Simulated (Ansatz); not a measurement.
VO2. Charge 0, multiplicity 2. Geometry PBE0-D4/def2-TZVP.

```xyz
3

V    -0.321   -0.435    0.151
O     1.259   -0.581   -0.040
O    -0.938    1.016   -0.112
```

The 6-31G sets use Cartesian d functions. B3LYP takes the VWN-RPA correlation. At HF/STO-3G, HF/6-31G the charge 0 doublet is spin-contaminated (final ⟨S²⟩ up to 2.06, 0.75 for a pure state). No other spin state of charge 0 was run.

Q: Estimate the α-spin orbital energies around the gap (eV) in Ansatz with HF/STO-3G, HF/6-31G, PBE-D4/def2-SVP, PBE-D4/def2-TZVP, B3LYP-D4/6-31G.

A: 
```tsv
orbital	HF/STO-3G	HF/6-31G	PBE-D4/def2-SVP	PBE-D4/def2-TZVP	B3LYP-D4/6-31G
HOMO−5	-10.69	-14.21	-8.59	-8.95	-9.86
HOMO−4	-9.07	-13.13	-8.20	-8.59	-9.31
HOMO−3	-8.77	-12.13	-7.59	-7.97	-8.91
HOMO−2	-7.60	-11.68	-7.55	-7.94	-8.55
HOMO−1	-6.99	-11.67	-6.27	-6.70	-7.31
HOMO	-6.89	-10.43	-4.51	-4.92	-6.01
LUMO	5.08	-0.25	-3.90	-4.27	-3.47
LUMO+1	6.37	1.98	-3.72	-4.02	-2.83
LUMO+2	8.20	2.07	-2.08	-2.47	-1.16
LUMO+3	9.28	2.73	-0.86	-1.36	-0.18
LUMO+4	10.50	3.23	-0.23	-0.48	0.31
LUMO+5	12.13	4.54	1.50	0.96	0.56
β HOMO	-10.05	-13.34	-6.33	-6.75	-7.45
β LUMO	4.74	0.09	-3.42	-3.81	-3.30
```
